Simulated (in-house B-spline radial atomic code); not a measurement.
The thulium ion Tm³⁺ is squeezed into an impenetrable sphere of radius R (the orbitals vanish at R). Computed with a B-spline radial code for spherical atoms: Dirac-Hartree-Fock, average of configuration, Fermi nucleus of rms radius 5.2256 fm.

Energies in eV above the free ion in [Xe] 4f12:

```json
{"R (bohr)": "8.91", "highest level (eV)": "-47.1", "[Xe] 4f12": "0", "[Kr] 4d10 4f12 5s2 5p5 5d1": "31.55", "[Kr] 4d9 4f12 5s2 5p6 5f1": "210.1"}
{"R (bohr)": "5.69", "highest level (eV)": "-47.1", "[Xe] 4f12": "0.0009765", "[Kr] 4d10 4f12 5s2 5p5 5d1": "31.59", "[Kr] 4d9 4f12 5s2 5p6 5f1": "212.5"}
{"R (bohr)": "5.42", "highest level (eV)": "-47.1", "[Xe] 4f12": "0.002477", "[Kr] 4d10 4f12 5s2 5p5 5d1": "31.62", "[Kr] 4d9 4f12 5s2 5p6 5f1": "213.2"}
{"R (bohr)": "4.08", "highest level (eV)": "-47", "[Xe] 4f12": "0.2232", "[Kr] 4d10 4f12 5s2 5p5 5d1": "32.54", "[Kr] 4d9 4f12 5s2 5p6 5f1": "220.3"}
{"R (bohr)": "3.71", "highest level (eV)": "-46.6", "[Xe] 4f12": "0.7374", "[Kr] 4d10 4f12 5s2 5p5 5d1": "33.72", "[Kr] 4d9 4f12 5s2 5p6 5f1": "224.7"}
{"R (bohr)": "2.93", "highest level (eV)": "-43.6", "[Xe] 4f12": "8.478", "[Kr] 4d10 4f12 5s2 5p5 5d1": "44.89", "[Kr] 4d9 4f12 5s2 5p6 5f1": "246.7"}
{"R (bohr)": "2.44", "highest level (eV)": "-36.5", "[Xe] 4f12": "37.88", "[Kr] 4d10 4f12 5s2 5p5 5d1": "79.66", "[Kr] 4d9 4f12 5s2 5p6 5f1": "293.6"}
{"R (bohr)": "2.3", "highest level (eV)": "-32.8", "[Xe] 4f12": "58.09", "[Kr] 4d10 4f12 5s2 5p5 5d1": "102.3", "[Kr] 4d9 4f12 5s2 5p6 5f1": "321.3"}
{"R (bohr)": "1.92", "highest level (eV)": "-15.2", "[Xe] 4f12": "188.2", "[Kr] 4d10 4f12 5s2 5p5 5d1": "242.6", "[Kr] 4d9 4f12 5s2 5p6 5f1": "483"}
{"R (bohr)": "1.36", "highest level (eV)": "122", "[Xe] 4f12": "1225", "[Kr] 4d10 4f12 5s2 5p5 5d1": "1312", "[Kr] 4d9 4f12 5s2 5p6 5f1": "1647"}
```

(1) Does [Kr] 4d10 4f12 5s2 5p5 5d1 fall below [Xe] 4f12 under compression?

(2) Does [Kr] 4d9 4f12 5s2 5p6 5f1 fall below [Xe] 4f12 under compression?

The highest level is first positive in the row R = 1.36 bohr, pushed up by confinement above the zero of the free ion's potential. Each configuration is held fixed and needn't be the lowest in the sphere.

## Answers

(1) No, it stays above over the whole range.

(2) No, it stays above over the whole range.
